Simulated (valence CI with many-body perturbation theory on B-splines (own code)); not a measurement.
Au48+: electric-dipole lines

Calculated by valence CI with perturbative core correlation (CI+MBPT): three valence electrons over a frozen Dirac-Fock core [Ar] 3d10, radial functions for each j: 11 s, 11 p, 10 d, 8 f, 5 g, 2 h, with the one-electron correlation potential Σ1 (screened to all orders), the two-electron term Σ2, the three-electron term Σ3, Breit, model QED; selected single and double excitations, second order for the rest, scaled by the run's own slope (own B-spline code, finite nucleus).

The last digits are not significant, and no measured levels were compared; by estimate large intervals hold to a few tenths of a per cent, small ones and those within an open d or f shell to about a per cent.

Lines 51 to 100 of 554 in falling wavelength, among levels below 72.850 Ry, chosen from the strongest by gf and those to the six lowest levels. Wavelengths and rates use the calculated energies. Electric multipoles are in the length gauge, E1 and E2 with the static RPA response of the core. Weak lines are less certain than strong ones. Lines between different terms over intervals too small for the method are left out, as are lines whose strength nearly cancels. The highest levels of a list are the least certain.

Levels are named by their leading jj configuration (3d3/2^4 stands for four electrons in 3d with j = 3/2), which in mixed levels can hold well under half, so a name can repeat and another be missing. Letters in brackets count levels of one name in rising energy.

```csv
λ vac (nm),Upper,Lower,A (s⁻¹),log gf,Branch %
10.08,(4p1/2 4p3/2^2) J=5/2,(4s 4p3/2^2) J=5/2,3.27e+10,-0.52,3.0
9.863,(4p1/2 4p3/2 4d5/2) J=9/2,(4s 4p3/2 4d5/2) J=9/2,3.41e+10,-0.30,6.4
9.813,(4p1/2 4p3/2 4d3/2) J=5/2 [b],(4s 4p3/2 4d3/2) J=7/2,5.57e+10,-0.32,2.4
9.380,(4p1/2^2 4p3/2) J=3/2,(4s 4p1/2 4p3/2) J=3/2 [a],1.96e+10,-0.98,3.7
8.366,(4s 4p1/2 4d3/2) J=3/2 [a],(4s 4p1/2 4p3/2) J=3/2 [b],2.00e+10,-1.08,25.6
7.927,(4s 4p1/2 4d3/2) J=5/2,(4s 4p1/2 4p3/2) J=3/2 [b],2.08e+09,-1.93,4.5
7.689,(4s 4p1/2 4d3/2) J=3/2 [a],(4s 4p1/2 4p3/2) J=5/2,7.03e+09,-1.60,9.0
7.383,(4p1/2 4d3/2 4d5/2) J=9/2,(4p1/2 4p3/2 4d5/2) J=9/2,5.15e+10,-0.38,19.8
7.316,(4s 4p1/2 4d3/2) J=5/2,(4s 4p1/2 4p3/2) J=5/2,2.85e+10,-0.86,61.5
7.267,(4s 4p1/2 4d3/2) J=3/2 [a],(4s 4p1/2 4p3/2) J=3/2 [a],7.47e+09,-1.63,9.6
7.262,(4s 4p1/2 4d3/2) J=1/2,(4s 4p1/2 4p3/2) J=3/2 [b],3.41e+09,-2.27,0.2
7.193,(4s 4p1/2 4d3/2) J=3/2 [b],(4s 4p1/2 4p3/2) J=3/2 [b],1.21e+10,-1.43,0.6
6.933,(4s 4p1/2 4d3/2) J=5/2,(4s 4p1/2 4p3/2) J=3/2 [a],1.92e+09,-2.08,4.2
6.922,(4s^2 4d3/2) J=3/2,(4s^2 4p3/2) J=3/2,9.68e+09,-1.56,0.5
6.687,(4s 4p1/2 4d3/2) J=3/2 [b],(4s 4p1/2 4p3/2) J=5/2,1.66e+09,-2.35,0.1
6.648,(4s 4p1/2 4d5/2) J=5/2 [a],(4s 4p1/2 4p3/2) J=3/2 [b],4.41e+09,-1.76,1.0
6.509,(4s 4d5/2 4f7/2) J=11/2,(4s 4p3/2 4f7/2) J=9/2 [b],2.64e+11,0.30,55.6
6.486,(4s 4p1/2 4f7/2) J=5/2,(4s 4p1/2 4d5/2) J=3/2,2.01e+11,-0.12,52.1
6.477,(4s 4p1/2 4f7/2) J=7/2 [b],(4s 4p1/2 4d5/2) J=5/2 [b],1.46e+11,-0.13,53.1
6.475,(4s 4p3/2 4f7/2) J=5/2 [a],(4s 4p3/2 4d5/2) J=3/2 [a],8.39e+10,-0.50,14.2
6.474,(4s 4d5/2 4f7/2) J=7/2,(4s 4d5/2^2) J=5/2,7.95e+10,-0.40,10.9
6.443,(4s 4p3/2 4f7/2) J=7/2 [a],(4s 4p3/2 4d5/2) J=5/2 [a],8.28e+10,-0.38,22.3
6.432,(4p1/2 4d3/2 4d5/2) J=9/2,(4p1/2 4p3/2 4d3/2) J=7/2,5.23e+10,-0.49,20.0
6.430,(4s 4d5/2 4f7/2) J=7/2,(4s 4d5/2^2) J=7/2 [a],5.91e+10,-0.53,8.1
6.420,(4s 4p1/2 4d3/2) J=1/2,(4s 4p1/2 4p3/2) J=3/2 [a],1.02e+10,-1.90,0.5
6.410,(4s 4d5/2 4f5/2) J=5/2 [b],(4s 4p3/2 4f5/2) J=3/2 [b],7.20e+10,-0.57,8.3
6.397,(4s 4p3/2 4f7/2) J=9/2 [b],(4s 4p3/2 4d5/2) J=7/2 [b],6.86e+10,-0.38,6.4
6.393,(4s^2 4f7/2) J=7/2,(4s^2 4d5/2) J=5/2,1.68e+11,-0.09,64.4
6.390,(4s 4d5/2 4f5/2) J=7/2 [b],(4s 4p3/2 4f5/2) J=5/2 [b],9.73e+10,-0.32,10.0
6.384,(4s 4d3/2 4f7/2) J=7/2 [a],(4s 4d3/2 4d5/2) J=5/2 [a],1.25e+11,-0.21,8.3
6.366,(4s 4p1/2 4d3/2) J=3/2 [b],(4s 4p1/2 4p3/2) J=3/2 [a],2.40e+10,-1.23,1.2
6.360,(4s 4p1/2 4f7/2) J=7/2 [a],(4s 4p1/2 4d5/2) J=5/2 [a],1.94e+11,-0.03,92.9
6.351,(4s 4d5/2 4f7/2) J=5/2,(4s 4d5/2^2) J=5/2,1.68e+11,-0.21,12.7
6.342,(4s 4d3/2 4f7/2) J=5/2 [a],(4s 4d3/2 4d5/2) J=3/2 [a],1.49e+11,-0.27,9.3
6.339,(4p1/2^2 4f7/2) J=7/2,(4p1/2^2 4d5/2) J=5/2,1.92e+11,-0.03,55.7
6.336,(4s 4d5/2 4f5/2) J=9/2 [b],(4s 4p3/2 4f7/2) J=9/2 [b],4.90e+10,-0.53,4.6
6.334,(4s 4d3/2 4f7/2) J=5/2 [b],(4s 4d3/2 4d5/2) J=3/2 [b],1.14e+11,-0.38,6.2
6.329,(4p1/2 4p3/2 4f7/2) J=7/2 [b],(4p1/2 4p3/2 4d5/2) J=5/2 [a],1.17e+11,-0.25,12.3
6.323,(4s 4p1/2 4f7/2) J=9/2,(4s 4p1/2 4d5/2) J=7/2,1.71e+11,0.01,86.8
6.321,(4p1/2 4p3/2 4d5/2) J=3/2 [a],(4p1/2 4p3/2^2) J=3/2,1.39e+11,-0.48,13.8
6.317,(4s 4d3/2 4f7/2) J=9/2 [b],(4s 4d3/2 4d5/2) J=7/2 [b],1.29e+11,-0.11,9.6
6.306,(4s 4d3/2 4f7/2) J=11/2,(4s 4d3/2 4d5/2) J=9/2,1.47e+11,0.02,12.2
6.306,(4p1/2 4p3/2 4f7/2) J=7/2 [a],(4p1/2 4p3/2 4d5/2) J=7/2 [a],1.11e+11,-0.28,15.5
6.297,(4p1/2 4p3/2 4d5/2) J=5/2 [a],(4p1/2 4p3/2^2) J=5/2,1.49e+11,-0.28,16.4
6.292,(4s 4d5/2 4f5/2) J=5/2 [b],(4s 4p3/2 4f5/2) J=5/2 [b],1.23e+11,-0.36,14.1
6.289,(4s 4p3/2 4f7/2) J=5/2 [b],(4s 4p3/2 4d5/2) J=3/2 [b],2.97e+11,0.02,23.5
6.283,(4s 4p3/2 4f7/2) J=5/2 [a],(4s 4p3/2 4d5/2) J=5/2 [a],1.17e+11,-0.38,19.8
6.280,(4s 4d3/2 4f7/2) J=9/2 [a],(4s 4d3/2 4d5/2) J=7/2 [a],1.63e+11,-0.02,10.8
6.272,(4s 4d3/2 4f7/2) J=3/2,(4s 4d3/2 4d5/2) J=3/2 [b],1.18e+11,-0.55,6.4
6.270,(4p1/2 4p3/2 4f7/2) J=5/2 [a],(4p1/2 4p3/2 4d5/2) J=3/2 [a],2.51e+11,-0.05,23.1
```
